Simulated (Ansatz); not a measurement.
Basis-set extrapolation for `CC[SiH2]S` (PBE0-D4/def2-TZVP geometry, frozen core, the Gaussian-basis code of Ansatz). Multiplicity 1, RHF reference.

```
                      def2-TZVPP   def2-QZVPP
                 HF  -766.947419  -766.971646
    MP2 correlation    -0.662050    -0.709556
CCSD(T) correlation    -0.751316      not run
```

Energies in hartree. Use E(X) = E(∞) + A·exp(−7.88·√X) for Hartree–Fock and E(X) = E(∞) + B·X^(−2.97) for correlation, with X = 3 and 4, and add CCSD(T) minus MP2 of the smaller set to the MP2 limit.

**Question.** What is the CCSD(T) energy at the basis-set limit?

**Answer.** HF limit: -766.971646 + (-0.024227) × 0.13774 = -766.97498. MP2 limit: -0.709556 + (-0.047506) × 0.74074 = -0.74475. Higher-order term: -0.751316 − (-0.662050) = -0.08927. Total: -767.80900 hartree, 3.00 eV below CCSD(T)/def2-TZVPP.
